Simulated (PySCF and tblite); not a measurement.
The numbers below are computed, except where a source is named.
System: ClGeH₄P₂ (charge -1), numbered as in [PH2:1][Ge-:2]([PH2:3])[Cl:4].

Motion: pyramidal inversion at Ge2. GFN2-xTB gives an electronic barrier of 24.8 kcal/mol and a reaction energy of 1.8 kcal/mol.

The ion is treated without a counter-ion. Spin–orbit effects of heavy atoms on shieldings are missing.

BHandHLYP/pcSseg-1 + D3(BJ) on B3LYP-D3(BJ)/def2-SVP geometries gives 31.5 kcal/mol and k(298 K) = 5.3×10⁻¹⁰ s⁻¹.

(1) What does PBE0/pcseg-1 + D3(BJ) give on B3LYP-D3(BJ)/def2-SVP geometries?

Programs: tblite and PySCF.

Answers

(1) A barrier of 30.4 kcal/mol, 1.1 below the first DFT barrier (from unrounded values), a reaction energy of -1.4 kcal/mol and, with GFN2-xTB thermal terms, ΔG‡(298 K) = 29.4 kcal/mol and k = 3.5×10⁻⁹ s⁻¹ (2 equivalent paths).
